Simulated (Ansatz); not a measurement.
Four-centre ligand exchange

Start structure (SnPH7O, singlet), relaxed at PBE0-D4/def2-TZVP:

```xyz
10
angstrom
Sn -0.8228 1.4386 -0.6660
O 0.6669 1.0622 0.5802
H -0.4948 0.6820 -2.1578
H -0.8596 3.1427 -0.8446
H -2.2172 0.8452 0.0994
H 0.4081 -1.7532 1.7087
P 0.2055 -1.9327 0.3196
H 1.3463 1.7392 0.5557
H 0.1831 -3.3517 0.4004
H 1.5845 -1.8723 0.0044
```

The step: SnH₄O ([OH][SnH3]) + PH₃ → SnPH₅ ([PH2][SnH3]) + H₂O; bonds formed: Sn1–P7, O2–H6; bonds broken: Sn1–O2, H6–P7. Ansatz 0.2.0; basis: def2-TZVPP and def2-QZVPP; cores frozen in the correlated methods. Filled d shells of the heavier atoms are correlated. Core potentials replace the inner electrons of the atoms past krypton. The def2 sets are not built for correlating such inner shells, so the correlated values are less sure here. Extrapolation: Hartree–Fock as exp(−7.88 √X), correlation as X^−2.97. Energies below are by CCSD(T) at an estimated basis limit (MP2 extrapolated from triple and quadruple zeta, plus CCSD(T) − MP2 in triple zeta).

What are the electronic barrier and the energy of the step, from the start structure to the end structure? (To be estimated.)

By the calculation: Barrier 136.3 kJ/mol; step energy -24.8 kJ/mol (downhill); reverse barrier, their difference, 161.1 kJ/mol. Barrier and step energy count from the start structure, the reverse barrier from the end structure.

The saddle point: One imaginary mode of 854i cm⁻¹.
```csv
pair,start (Å),saddle (Å),end (Å)
Sn1–P7,3.66,3.04,2.50
O2–H6,3.04,1.14,0.96
Sn1–O2,1.98,2.13,3.16
H6–P7,1.42,1.86,3.59
```

Zero-point energy (harmonic, PBE0-D4): ZPE is 153.8 kJ/mol at the start and 148.8 kJ/mol at the saddle, so the barrier goes from 136.3 to 131.4 kJ/mol.

The T1 diagnostic stays at or below 0.015.

Labels in which every atom is bracketed show which atoms are joined, not bond orders.

For scale, one of the runs: CCSD(T)/def2-TZVPP, 221 basis functions, launched by `ansatz run in.yaml --threads 4 --pin off --events-out ev --progress --plain --max-ram 9574MiB`. The run took 66 s on 4 CPU threads of an Intel Xeon Platinum 8375C (shared host), with 3.7 GiB of host memory at its peak.
